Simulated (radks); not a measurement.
Trend from K to Kr: ionisation energy by Delta-SCF between NIST ground configurations, and size. All-electron calculation, scalar-relativistic Kohn-Sham, BLYP, spin-polarised, spherical densities, point nucleus; open shells are filled with parallel spins first. Program: a radial shooting solver on a logarithmic mesh with Libxc functionals.

species,configuration,IE (eV),NIST (eV),kind,outermost,<r> outermost (bohr)
K,[Ar] 4s1,4.457,4.341,exp.,4s,4.86
Ca,[Ar] 4s2,6.077,6.113,exp.,4s,4.00
Sc,[Ar] 3d1 4s2,6.512,6.561,exp.,4s,3.75
Ti,[Ar] 3d2 4s2,6.824,6.828,exp.,4s,3.59
V,[Ar] 3d3 4s2,6.244,6.746,exp.,4s,3.46
Cr,[Ar] 3d5 4s1,7.253,6.767,exp.,4s,3.33
Mn,[Ar] 3d5 4s2,7.546,7.434,exp.,4s,3.25
Fe,[Ar] 3d6 4s2,8.053,7.902,exp.,4s,3.09
Co,[Ar] 3d7 4s2,7.862,7.881,exp.,4s,2.96
Ni,[Ar] 3d8 4s2,7.241,7.640,exp.,4s,2.84
Cu,[Ar] 3d10 4s1,8.443,7.726,exp.,4s,2.89
Zn,[Ar] 3d10 4s2,9.712,9.394,exp.,4s,2.65
Ga,[Ar] 3d10 4s2 4p1,5.793,5.999,exp.,4p,3.39
Ge,[Ar] 3d10 4s2 4p2,7.731,7.899,exp.,4p,2.86
As,[Ar] 3d10 4s2 4p3,9.602,9.789,exp.,4p,2.52
Se,[Ar] 3d10 4s2 4p4,9.627,9.752,exp.,4p,2.36
Br,[Ar] 3d10 4s2 4p5,11.774,11.814,exp.,4p,2.13
Kr,[Kr],13.924,14.000,exp.,4p,1.95

Reference values: NIST Atomic Spectra Database (measured). Open shells are spherical and high-spin; term and fine-structure splittings are not resolved.
